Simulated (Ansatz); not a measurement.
Molecule: BiBr$_{2}$, net charge 1, singlet state. It need not be the lowest isomer of its formula. 
Coordinates optimised at B3LYP-D3(BJ)/def2-TZVP (Ansatz, an electronic-structure program):
SMILES: [Br][Bi+][Br]
```xyz
3

Bi     0.6344     0.3168     0.1877
Br    -1.1065     1.0721    -1.4686
Br    -0.3980    -1.8234     1.0235
```
Charge +1, spin multiplicity 1.

Basis-set convergence of Hartree-Fock and CCSD(T) correlation energies (hartree) with Ansatz. Cores are frozen in the correlated levels unless marked. No spin-orbit coupling. Frozen are the shells of the preceding noble gas and the d and f shells that filled before the atom's block. In def2 rows, elements after Kr have scalar-relativistic effective core potentials.

| basis | functions | E(HF) | E(corr, CCSD(T)) | rough core time |
|---|---|---|---|---|
| def2-SVPD | 114 | -5357.56206 | -0.35942 | under 20 s |
| def2-TZVPPD | 170 | ? | ? | 23 s |

**Question.** What belongs in the gaps?

**Answer.** 
- def2-TZVPPD, E(HF): -5358.20315
- def2-TZVPPD, E(corr, CCSD(T)): -0.45906
